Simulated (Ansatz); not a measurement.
System: CCl2F, net charge -1, singlet state. It need not be the lowest isomer of its formula. Whether it binds its extra electron was not tested at this geometry. 
Coordinates optimised at B3LYP-D3(BJ)/def2-TZVP (Ansatz, an electronic-structure program):
SMILES: F[C-](Cl)Cl
```xyz
4

F     -0.0977     1.5418    -0.4702
C     -0.0523     0.6324     0.5441
Cl     1.5895    -0.4133     0.0543
Cl    -1.5193    -0.6261     0.0026
```
Charge -1, spin multiplicity 1.

Basis-set convergence of Hartree-Fock and MP2 correlation energies (hartree) with Ansatz. Correlated levels leave the core frozen unless marked. No spin-orbit coupling. Non-relativistic.

```csv
basis,functions,E(HF),"E(corr, MP2)"
aug-cc-pV(D+d)Z,110,-1056.30622,-0.65715
aug-cc-pV(T+d)Z,202,[?],[?]
```

Some entries are withheld; supply them.


- aug-cc-pV(T+d)Z, E(HF): -1056.36599
- aug-cc-pV(T+d)Z, E(corr, MP2): -0.82329
